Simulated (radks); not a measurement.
Ionisation of neutral ruthenium, [Kr] 4d7 5s1, to [Kr] 4d7 as the strength of local exchange is varied. Method: non-relativistic Kohn-Sham, Slater X-alpha exchange (alpha = 2/3 is LDA exchange), no correlation, spin-unpolarised, spherical densities, point nucleus; relativity is left out, which matters for an element this heavy; computed with a radial shooting solver on a logarithmic mesh with Libxc functionals.

alpha  E(Ru) (hartree)  exchange (hartree)  IE (eV)  -e of the level emptied (eV)  <r> of it (bohr)
0.58       -4418.99701          -106.01715    5.814                    2.920 (5s)             3.681
0.667      -4434.92861          -122.36459    6.228                    3.291 (5s)             3.587
0.943      -4485.85345          -174.98631    7.628                    4.595 (5s)             3.315
1.012      -4498.67545          -188.32159    7.998                    4.949 (5s)             3.253
x          -4439.33374          -126.89452    6.344                    3.397 (5s)             3.561

Which alpha was used in the last row?

Answer. alpha = 0.691. NIST Atomic Spectra Database: 7.361 eV (measured). The Delta-SCF value meets it near alpha = 0.89. Relativity is left out here, which matters for elements this heavy. Spin polarisation and multiplet splitting are left out, so open shells lie too high by an amount that depends on their filling.

Beside tabulated values, note that spin-unpolarised runs miss the spin-polarisation part of the exchange energy of open shells.
